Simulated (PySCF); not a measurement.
**How methods differ on the ionisation energy of Xe**

Xe [Xe] (1S) → Xe⁺ [Kr] 4d10 5s2 5p5 (2P), as a difference of total energies. Computed with PySCF 2.14 in ANO-RCC-VTZP (7s6p4d2f1g, 68 functions), with scalar relativity by spin-free X2C-1e. Correlated levels: valence: [Kr] 4d10 frozen; valence and next inner shell: [Ar] 3d10 frozen. The calculations carry no spin-orbit coupling.

```tsv
method	ionisation energy (eV)
UHF	11.476
LDA	12.664
PBE	12.374
PBE0	12.438
r2SCAN	12.468
CAM-B3LYP	12.469
wB97X-V	12.449
B3LYP	12.465
MP2 (valence)	12.302
SCS-MP2 (valence)	12.236
MP2 (valence and next inner shell)	12.465
SCS-MP2 (valence and next inner shell)	12.353
```

Task: How much does correlation contribute at MP2 (valence and next inner shell)?

Result: 12.465 − (11.476) = 0.989 eV, measured against UHF.

A first-order spin-orbit estimate (lowest level to lowest level, LS coupling) adds -0.405 eV.

Errors of the correlated levels include the incompleteness of this basis and the frozen core.

For comparison: 12.130 eV (measured; NIST Atomic Spectra Database, ionization energies).
